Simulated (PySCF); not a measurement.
System: sum formula SiN$_{3}$H$_{7}$, charge 0, multiplicity 1. 
Geometry from a B3LYP-D3(BJ)/def2-TZVP (Ansatz) optimisation:
SMILES: [SiH](N)(N)N
```xyz
11

N      0.0297     1.5786    -0.5506
Si    -0.1744     0.0871     0.2807
N     -0.8936    -0.9443    -0.8847
N      1.1470    -0.8289     0.8907
H      0.1251     2.4404    -0.0379
H      0.4957     1.6246    -1.4433
H     -0.9302     0.4669     1.5010
H     -0.9917    -1.9298    -0.7033
H     -1.6101    -0.5974    -1.5010
H      1.5436    -0.6160     1.7918
H      1.8278    -1.2457     0.2750
```
Charge 0, spin multiplicity 1.

Dispersion corrections to the total energy (kcal/mol) from the dftd3 and dftd4 libraries through PySCF: D3(BJ) without and D4 with the three-body term, each with the damping fitted for the functional named.

```json
[
 {"functional": "PW6B95", "D3(BJ)": "-2.41", "D4": "?"},
 {"functional": "BLYP", "D3(BJ)": "-10.24", "D4": "?"},
 {"functional": "BP86", "D3(BJ)": "-7.61", "D4": "-6.19"},
 {"functional": "revPBE", "D3(BJ)": "-12.14", "D4": "-15.00"},
 {"functional": "HF", "D3(BJ)": "-39.08", "D4": "-17.10"},
 {"functional": "PBE0", "D3(BJ)": "-4.17", "D4": "-3.93"},
 {"functional": "B2GP-PLYP", "D3(BJ)": "?", "D4": "-1.95"}
]
```

### Question
Fill in the missing entries.

### Answer

- PW6B95, D4: -4.19
- BLYP, D4: -10.46
- B2GP-PLYP, D3(BJ): -3.16
